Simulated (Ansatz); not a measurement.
H4O3STi, SMILES `[OH][Ti]([OH])([OH])[SH]`, 9 atoms. The species carries charge 0 and has multiplicity 1. Correlated methods include outer-core shells of Ti, which these sets cover unevenly. Scalar relativity is left out up to krypton. All runs use 4 threads of an Arm Neoverse V1 on a shared host. Correlated methods freeze the cores.

(1) Give the basis size and wall time and peak host memory of each of these runs in Ansatz. RKS PBE0-D4/def2-TZVP frequencies; RHF-CCSD(T)/def2-SVP energy; RKS PBE-QIDH (frozen core)/def2-TZVPP energy; RKS r2SCANh-D4/def2-TZVPP energy; RKS ωB97M-V/def2-SVP energy; direct RPA on PBE orbitals/def2-TZVPP energy; RKS PBE0-D4/def2-TZVP relaxation (12 steps); RHF-CCSD(T)/def2-TZVPP energy; RHF-MP2/def2-QZVPP energy; RKS ωB97M-V/def2-QZVPP energy; RKS PBE0-D4/def2-QZVPP energy; RKS ωB97X-V/def2-TZVPP energy. (Estimate.)

## Answers

(1) Ansatz gave: Other jobs shared the machine, so times are rough.

```tsv
level	job	functions	wall time	peak host memory (GiB)
RKS r2SCANh-D4/def2-TZVPP	energy	255	8 s	0.76
RKS ωB97M-V/def2-SVP	energy	111	8.5 s	0.46
direct RPA on PBE orbitals/def2-TZVPP	energy	255	8.5 s	0.71
RKS PBE-QIDH (frozen core)/def2-TZVPP	energy	255	10 s	0.73
RHF-CCSD(T)/def2-SVP	energy	111	11 s	0.59
RKS PBE0-D4/def2-QZVPP	energy	454	12 s	1.8
RKS ωB97X-V/def2-TZVPP	energy	255	12 s	0.91
RKS ωB97M-V/def2-QZVPP	energy	454	28 s	2.1
RHF-MP2/def2-QZVPP	energy	454	30 s	2.6
RKS PBE0-D4/def2-TZVP	relaxation (12 steps)	199	54 s	0.59
RKS PBE0-D4/def2-TZVP	frequencies	199	2.9 min	0.6
RHF-CCSD(T)/def2-TZVPP	energy	255	6 min	6.2
```
